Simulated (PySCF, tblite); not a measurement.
Isomers of C3H10O2SSi3. Level: GFN2-xTB in tblite, geometry and Hessian alike; calculated harmonic values, unscaled, isolated species. Against measured fundamentals such values can be off by several per cent, at times by over 20. Modes of hydrogen on silicon can be 10 to 20 % off. One conformer each.

Electronic energies: PBE0/pcSseg-1 single points on the GFN2-xTB geometries (PySCF, gas phase).

| SMILES | electronic energy, lowest = 0 (kcal/mol) |
| --- | --- |
| C=C1CO[Si@@]1(O[SiH3])S[SiH3] | 0.0 |
| C[S@@](=O)[C@@H]1[SiH2][SiH2][SiH2]C1=O | 113.0 |
| C#C[SiH2]O[Si@H](OC)S[SiH3] | 12.8 |

**Question.** How do GFN2-xTB zero-point energies change the relative energies?

**Answer.** 
| SMILES | ZPE (kcal/mol) | of it from modes above 1550 cm⁻¹ | electronic (kcal/mol) | with ZPE, lowest = 0 (kcal/mol) | lowest mode (cm⁻¹) | rings |
| --- | --- | --- | --- | --- | --- | --- |
| C=C1CO[Si@@]1(O[SiH3])S[SiH3] | 74.4 | 39.6 | 0.0 | 0.0 | 9 | 1 |
| C#C[SiH2]O[Si@H](OC)S[SiH3] | 73.2 | 40.5 | 12.8 | 11.6 | 15 | 0 |
| C[S@@](=O)[C@@H]1[SiH2][SiH2][SiH2]C1=O | 72.8 | 38.7 | 113.0 | 111.4 | 52 | 1 |

The zero-point energies span 1.6 kcal/mol, from `C[S@@](=O)[C@@H]1[SiH2][SiH2][SiH2]C1=O` to `C=C1CO[Si@@]1(O[SiH3])S[SiH3]`. The order is unchanged.

**Question.** And how do the electronic energies of GFN2-xTB itself compare?

**Answer.** `C=C1CO[Si@@]1(O[SiH3])S[SiH3]` 0.0; `C#C[SiH2]O[Si@H](OC)S[SiH3]` 7.1; `C[S@@](=O)[C@@H]1[SiH2][SiH2][SiH2]C1=O` 135.4 kcal/mol, lowest = 0. Against the energies above, taken from the same isomer `C=C1CO[Si@@]1(O[SiH3])S[SiH3]`, the largest difference is 22.4 kcal/mol.
